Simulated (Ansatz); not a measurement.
`ClBCCl` + `[SiH3][TeH]` → `[SiH3][Te]CCl` + `BCl`  (substitution at a C–B bond)

Computed with Ansatz on PBE0-D4/def2-TZVP structures; ΔE is electronic, products minus reactants. CCSD(T)/CBS is the MP2 limit (def2-TZVPP, def2-QZVPP) plus CCSD(T) − MP2 in def2-TZVPP, frozen cores. This one scheme is used for every species. DFT in def2-TZVPP. B3LYP here is the variant with VWN-RPA as its local correlation; programs differ in this. def2 core potentials past Kr. For Te outer-core shells are correlated without core-valence functions, which leaves a few kJ/mol of doubt a bond. Each species was taken in one conformer, which may not be the lowest.

`ClBCCl`:

Cartesian coordinates in Å:
```
Cl -1.145 -1.596 -1.123
B -0.326 -0.094 -0.790
C 0.066 0.280 0.676
Cl 1.788 -0.244 0.566
H -0.045 0.607 -1.709
H 0.067 1.343 0.910
H -0.404 -0.296 1.470
```

`[SiH3][TeH]`:

```xyz
6

Si   -0.067    0.288    0.578
Te    0.455   -1.566   -1.006
H    -1.483    0.716    0.464
H     0.181   -0.280    1.926
H     0.819    1.457    0.353
H     0.095   -0.615   -2.315
```

`[SiH3][Te]CCl`:

Z-matrix (Å, degrees):
```
Si
Te 1 2.490
H 1 1.484 2 105.9
H 1 1.486 2 111.2 3 119.5
H 1 1.486 2 111.2 3 -119.5
C 2 2.161 1 93.4 3 179.9
Cl 6 1.765 2 110.3 1 179.4
H 6 1.086 2 109.4 1 60.4
H 6 1.086 2 109.4 1 -61.5
```

`BCl`:

```xyz
4

B     0.000   -0.133   -0.075
Cl   -0.004    1.377    0.776
H     0.536   -1.064    0.438
H    -0.532   -0.180   -1.138
```

Problem. Is it downhill or uphill in electronic energy at CCSD(T)/CBS, and by how much? (Estimate.)

Solution. Ansatz gave: Uphill: ΔE = +48.5 kJ/mol.

Problem. What do these levels give: LDA (SPW92), B97M-V, B3LYP-D4, PBE-QIDH, RPA@PBE/def2-TZVPP, HF/def2-SVP, CCSD/def2-SVP, CCSD(T)/def2-SVP, HF/def2-TZVPP, MP2/def2-TZVPP, HF/def2-QZVPP, HF/CBS(def2)? (Best estimate.)

Solution. The calculation gave: LDA (SPW92) 68.9, B97M-V 64.0, B3LYP-D4 52.9, PBE-QIDH 57.3, RPA@PBE/def2-TZVPP 49.7, HF/def2-SVP 73.7, CCSD/def2-SVP 70.8, CCSD(T)/def2-SVP 69.4, HF/def2-TZVPP 59.5, MP2/def2-TZVPP 48.6, HF/def2-QZVPP 58.5, HF/CBS(def2) 58.3 kJ/mol.

Largest T1 diagnostic among the species: 0.012.

Leaving LDA and LC-ωPBE aside and taking each functional with its dispersion term where it has one, the values, not all of them listed here, spread over 14.2 kJ/mol, from BLYP-D4 to B97M-V. LDA lies +11.1 kJ/mol from PBE without D4. From BLYP to BHLYP (50 % exact exchange), in def2-TZVPP and without D4, ΔE moves by +5.9 kJ/mol.
